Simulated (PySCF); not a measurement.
C₃H₇O, SMILES CC(C)=[OH+], charge +1. Atoms are numbered in the order given.

```xyz
11

C      1.2891    -0.5065     0.4317
C      0.0116     0.0513    -0.0342
C     -1.2895    -0.5423     0.3226
O      0.0902     1.0898    -0.7707
H      1.1935    -0.9258     1.4444
H      1.5257    -1.3594    -0.2378
H      2.1040     0.2257     0.3600
H     -2.1213    -0.1795    -0.2984
H     -1.4888    -0.2781     1.3806
H     -1.2308    -1.6421     0.2936
H     -0.7708     1.4250    -1.0972
```
Charge +1, spin multiplicity 1.

Coordinates come from a B3LYP-D3(BJ)/def2-SVP optimisation. The isomer is the one that the SMILES or the coordinates give; other isomers of the formula were not compared.

Method: TDDFT-PBE0/def2-SVPD (PySCF 2.14.0).

Vertical excitations. 

Task: Estimate the UV-visible absorptions. (Estimate from the structure and the level; the computed values follow.)

Result: 
```
state  energy (eV)  λ (nm)      f                                                                main pairs
-----  -----------  ------  -----  ------------------------------------------------------------------------
S1            6.47     192  0.000                                                            HOMO→LUMO 88 %
S2            7.12     174  0.002                                        HOMO−1→LUMO 71 %, HOMO−2→LUMO 17 %
S3            7.74     160  0.005                                                          HOMO−4→LUMO 97 %
S4            7.81     159  0.192                                        HOMO−2→LUMO 72 %, HOMO−1→LUMO 18 %
S5            8.28     150  0.186                                                          HOMO−3→LUMO 87 %
S6            9.82     126  0.001                                        HOMO−5→LUMO 49 %, HOMO−6→LUMO 46 %
S7           10.49     118  0.024                                      HOMO→LUMO+1 70 %, HOMO−1→LUMO+1 20 %
S8           10.82     115  0.001                     HOMO−1→LUMO+1 46 %, HOMO→LUMO+1 28 %, HOMO−6→LUMO 8 %
S9           10.93     113  0.001                  HOMO−3→LUMO+1 41 %, HOMO−2→LUMO+1 34 %, HOMO−7→LUMO 19 %
S10          10.94     113  0.021  HOMO−7→LUMO 35 %, HOMO−6→LUMO 23 %, HOMO−1→LUMO+1 15 %, HOMO−5→LUMO 12 %
T1            5.83     213      0                                          HOMO→LUMO 78 %, HOMO−1→LUMO 17 %
T2            6.40     194      0                      HOMO−3→LUMO 48 %, HOMO−2→LUMO 33 %, HOMO−1→LUMO 12 %
T3            6.87     181      0                        HOMO−1→LUMO 66 %, HOMO→LUMO 19 %, HOMO−2→LUMO 10 %
T4            6.93     179      0                                        HOMO−2→LUMO 52 %, HOMO−3→LUMO 41 %
```
Triplets are in the Tamm–Dancoff approximation, which puts them higher than full response would, so one can lie above its singlet here.
